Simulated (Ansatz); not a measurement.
Reaction (hydrogen abstraction from a Ge–H bond): `[CH3][GeH2][Cl]` + `[OH]`• → `[CH3][GeH][Cl]`• + H₂O

Calculated with Ansatz (gas phase, PBE0-D4/def2-TZVP geometries, no zero-point term in ΔE). CCSD(T)/CBS adds triple-zeta CCSD(T) − MP2 to the extrapolated MP2 energy (def2 sets, frozen cores). This one scheme is used for every species. Functionals use def2-TZVPP. Open shells (•) are unrestricted, without spin–orbit coupling. For Ge outer-core shells are correlated without core-valence functions, which leaves a few kJ/mol of doubt a bond. Scalar relativity is left out up to krypton.

| species | PBE-D4 energy (Eh) |
| --- | --- |
| `[CH3][GeH2][Cl]` | -2577.82843 |
| `[OH]`• | -75.68338 |
| `[CH3][GeH][Cl]`• | -2577.19605 |
| H₂O | -76.38027 |

Work out ΔE.

ΔE = (-2577.19605) + (-76.38027) − (-2577.82843) − (-75.68338) = -0.06451 Eh = -1.76 eV. CCSD(T)/CBS gives -1.55 eV.

Largest T1 diagnostic among the species: 0.012.

Leaving LDA and LC-ωPBE aside and taking each functional with its dispersion term where it has one, the values, not all of them listed here, spread over 0.46 eV, from PBE-D4 to BHLYP-D4. LDA lies −0.34 eV from PBE without D4. At CCSD(T), def2-SVP lies +0.27 eV from the extrapolated value and def2-TZVPP +0.10 eV.
